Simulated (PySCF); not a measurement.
Al(H)(Cl)(OEt) (C₂H₆AlClO), SMILES [AlH]([Cl])[O]CC. Heavy atoms are numbered as in [AlH:1]([Cl:3])[O:4][CH2:5][CH3:6]. Hydrogens are named by the atom that carries them.

Coordinates come from a ωB97X-D3(BJ)/def2-SVP optimisation. The structure was generated by enumeration; whether it is a known compound was not checked. Other conformers were not sampled.

All values below come from PySCF with PBE/def2-TZVP.

Atomic charges (e), one atom of each kind:

| atom | meta-Löwdin | Mulliken |
|---|---|---|
| Al1 (AlH) | 0.81 | 0.42 |
| H on Al1 | -0.12 | -0.06 |
| Cl3 | -0.33 | -0.25 |
| O4 | -0.59 | -0.26 |
| C5 (CH2) | 0.01 | -0.03 |
| C6 (CH3) | -0.35 | -0.37 |
| H on C5 | 0.10 | 0.09 |
| H on C6 | 0.12 | 0.13 |
